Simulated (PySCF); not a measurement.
**UHF on S (sulfur, neutral)**

Configuration: [Ne] 3s2 3p4, high-spin 3P determinant. All numbers are calculated (PySCF 2.14, no relativity, point nucleus, in pcseg-2).

| Quantity | Value |
| --- | --- |
| Total energy | -397.501760 hartree |
| One-electron energy | -549.5586 hartree |
| Hartree (Coulomb) energy | 177.0968 hartree |
| Exchange energy | -25.0399 hartree |
| Kinetic energy | 398.19886 hartree |
| ⟨S²⟩ | 2.0095 |
| ⟨L²⟩ | 2.036 |
| Sum of ⟨r⟩ | 15.48 bohr |
| Sum of ⟨r²⟩ | 29.23 bohr² |
| Traceless quadrupole moment −½Σ⟨3z² − r²⟩ along its main axis | -2.23 e·bohr² |
| Density at the nucleus (Gaussians lack the cusp) | 2610 bohr⁻³ |
| Spin density at the nucleus | 0.192 bohr⁻³ |
| Langevin diamagnetic susceptibility | -23.2 ×10⁻⁶ cm³/mol |
| Time after the integrals | 0.1 s of wall time on 1 thread of Neoverse-V1 (shared host) |

```
shell  electrons  mean orbital energy (eV)  spread (eV)  rms radius, mean of both spins (bohr)
 1s α          1                   -2502.4            0                                  0.113
 1s β          1                   -2501.9            0                                  0.113
 2s α          1                   -244.93            0                                  0.519
 2s β          1                   -244.41            0                                  0.519
 2p α          3                   -182.01        0.567                                  0.492
 2p β          3                   -181.07        0.440                                  0.492
 3s α          1                   -26.895            0                                   1.86
 3s β          1                   -21.062            0                                   1.86
 3p α          3                   -12.579        1.904                                   2.25
 3p β          1                   -10.286            0                                   2.25
```
